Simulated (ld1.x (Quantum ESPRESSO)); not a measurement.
Scattering properties, ultrasoft potential for sulfur (S)

```
Element                 : sulfur (S)
Generator               : ld1.x (Quantum ESPRESSO) 7.5
Type                    : ultrasoft
Functional              : PBEsol
Relativity              : non-relativistic
Frozen core             : [He]
Valence charge          : 14
Reference configuration : 2s2 2p6 3s2 3p3 (charge +1)
Partial waves           : 2s (bound): rcut 0.65, rcutus 0.75 bohr; 3s (bound): rcut 0.65, rcutus 0.75 bohr; 2p (bound): rcut 0.65, rcutus 0.75 bohr; 3p (bound): rcut 0.65, rcutus 0.75 bohr; 3d channel at 0.05 Ry: rcut 0.65, rcutus 0.80 bohr; 3d channel at 2.8 Ry: rcut 0.65, rcutus 0.80 bohr
Local potential         : all-electron potential smoothed inside 0.60 bohr (lloc = -1)
Core correction         : none
Augmentation charge     : PSQ, radius 0.55 bohr
```

The phase is arctan(r·u′/u) with u = r·R(r), unwrapped; energies in Ry, scanned from -18 to 5 Ry. A pole is an energy at which the radial function vanishes at the test radius. The pseudo phase is shifted by a multiple of π to meet the all-electron one at the reference energy, and phase errors are pseudo minus all-electron; the curves can meet again beyond the range given. Levels narrower than the energy grid can be missing from the lists of poles.

```json
{"channel": "s", "radius (bohr)": "0.90", "reference energy (Ry)": "-2.02", "poles, all-electron": "-14.38", "poles, pseudo": "-14.38", "unbroken range about the reference energy with phases within 0.05 rad": "the whole range", "phase error 1 Ry above the reference energy (rad)": "+0.000"}
{"channel": "p", "radius (bohr)": "0.90", "reference energy (Ry)": "-1.23", "poles, all-electron": "-10.81", "poles, pseudo": "-10.81", "unbroken range about the reference energy with phases within 0.05 rad": "the whole range", "phase error 1 Ry above the reference energy (rad)": "-0.000"}
{"channel": "d", "radius (bohr)": "0.90", "reference energy (Ry)": "0.05", "poles, all-electron": "none", "poles, pseudo": "none", "unbroken range about the reference energy with phases within 0.05 rad": "the whole range", "phase error 1 Ry above the reference energy (rad)": "+0.000"}
```

Phases in the p channel:

```csv
E (Ry),all-electron,pseudo
-18.00,1.174,1.173
-17.04,1.128,1.127
-16.08,1.055,1.054
-15.12,0.917,0.916
-14.16,0.573,0.572
-13.20,-0.435,-0.436
-12.24,-1.241,-1.241
-11.28,-1.504,-1.504
-10.32,-1.621,-1.622
-9.36,-1.690,-1.691
-8.40,-1.739,-1.739
-7.44,-1.777,-1.777
-6.48,-1.810,-1.810
-5.52,-1.840,-1.840
-4.56,-1.870,-1.870
-3.60,-1.901,-1.901
-2.64,-1.934,-1.934
-1.68,-1.971,-1.971
-0.72,-2.012,-2.012
0.24,-2.061,-2.061
1.20,-2.119,-2.120
2.16,-2.191,-2.192
3.12,-2.282,-2.284
4.08,-2.400,-2.403
```
